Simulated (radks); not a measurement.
Spherical quantum dot in the effective-mass picture: electrons in a parabolic well V = omega^2 r^2 / 2 with omega = 3.85, all in effective atomic units (hartree* = m*/eps^2 hartree, bohr* = eps/m* bohr), one dielectric constant everywhere. Method: non-relativistic Kohn-Sham, LDA (Slater exchange, Perdew-Wang correlation), spin-polarised, spherical densities; computed with a radial shooting solver with Libxc functionals. Levels are named by radial order and angular momentum (1s, 1p, 1d, 2s, ...), and open shells are averaged over m. Results are scaled to m* = 0.183 and eps = 4.9, for which hartree* = 207.4 meV and bohr* = 1.417 nm.

N = 9, configuration 1s2 1p6 1d(up 1, down 0). This is the lowest configuration that the search found. Occupied and some empty levels:

level,occupation,eigenvalue (meV),<r> (nm)
1s up,1,3193.5,0.9418
1s down,1,3202.1,0.9390
1p up,3,3795.7,1.216
1p down,3,3807.8,1.215
1d up,1,4436.3,1.425
1d down,0,4449.7,1.425
2s up,0,4500.8,1.300
2s down,0,4510.5,1.301
1f up,0,5107.0,1.600
1f down,0,5120.6,1.601
2p up,0,5192.3,1.490
2p down,0,5201.7,1.491

Energy (meV): total 25081.7, kinetic 6911.6, external 10693, Hartree 9059.1, exchange-correlation -1582.5.
